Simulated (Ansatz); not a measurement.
`B[SiH2][SiH2]O` → `[BH2]`• + `O[SiH2][SiH2]`• at 500 K and 1 bar (homolysis of the B–Si bond).

Calculated with Ansatz (gas phase, PBE0-D4/def2-TZVP geometries, no zero-point term in ΔE). CCSD(T)/CBS adds triple-zeta CCSD(T) − MP2 to the extrapolated MP2 energy (def2 sets, frozen cores). This one scheme is used for every species. Open shells (•) are unrestricted, without spin–orbit coupling. Each species was taken in one conformer, which may not be the lowest.

```csv
species,CCSD(T)/CBS energy (Eh),H − E (kJ/mol),S (J/(mol·K))
`B[SiH2][SiH2]O`,-682.33401,231.5,437.9
`[BH2]`•,-25.87431,55.2,212.8
`O[SiH2][SiH2]`•,-656.31833,161.4,383.9
```

H − E and S are ideal-gas, rigid-rotor, harmonic terms from PBE0-D4/def2-TZVP, for one conformer and one mirror image of each species, with the whole ground term of open shells counted as degenerate. 1 Eh = 2625.50 kJ/mol, R = 8.31446 J/(mol·K).

Task: By hand: ΔE, ΔH, ΔS and ΔG.

Result: ΔE = (-25.87431) + (-656.31833) − (-682.33401) = 0.14137 Eh = 371.2 kJ/mol. Δ(H − E) = 55.2 + 161.4 − 231.5 = -14.9, so ΔH = 356.3 kJ/mol. ΔS = 212.8 + 383.9 − 437.9 = 158.8 J/(mol·K). ΔG = 356.3 − 500 × (158.8)/1000 = 276.9 kJ/mol.

Task: By hand: the equilibrium constant, and the temperature at which ΔG would vanish if ΔH and ΔS stayed fixed.

Result: log₁₀ K = −ΔG/(RT ln 10) = -28.9. ΔG = 0 at ΔH/ΔS = 2244 K.

The number of gas molecules changes by +1, which sets the sign of ΔS. A doubt of 5 kJ/mol in ΔE shifts log₁₀ K by 0.5 here. Other conformers and mirror images would add mixing entropy, several J/(mol·K) or more a flexible species. Modes under 60 cm⁻¹, often nearly free rotors, make the harmonic entropy too high. These are equilibria of isolated gas molecules and say nothing of rates. Largest T1 diagnostic: 0.014 (customary marks: 0.02 for closed shells, 0.045 for open ones).
